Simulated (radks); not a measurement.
Question: Coherent X-ray form factor from a spherical all-electron density. Calculated with a radial shooting solver on a logarithmic mesh with Libxc functionals: Dirac Kohn-Sham, exchange-only PBE, spin-unpolarised, spherical densities, finite nucleus; Fermi nuclear charge, rms radius of each element as measured or else 0.836 A^(1/3) + 0.57 fm.

| sin(theta)/lambda (1/angstrom) | f0 (electrons) |
|---|---|
| 0.05 | 10.965 |
| 0.1 | 10.862 |
| 0.15 | 10.697 |
| 0.2 | 10.477 |
| 0.25 | 10.212 |
| 0.3 | 9.912 |
| 0.4 | 9.250 |
| 0.5 | 8.557 |
| 0.6 | 7.874 |
| 0.8 | 6.592 |
| 1 | 5.434 |
| 1.25 | 4.190 |
| 1.5 | 3.217 |
| 2 | 2.041 |

The species is in the configuration that NIST lists as its ground one. Which atom or ion scatters so?

Answer: The scandium ion Sc10+, [Ne] 3s1. Extrapolating in s^2 from the first two rows gives f0(0) = 11.0, near the electron count 11; among species with that count, the fall with angle is slower the higher Z, and the table is that of Z = 21; from so few rows the species is fixed only to a neighbour or two.
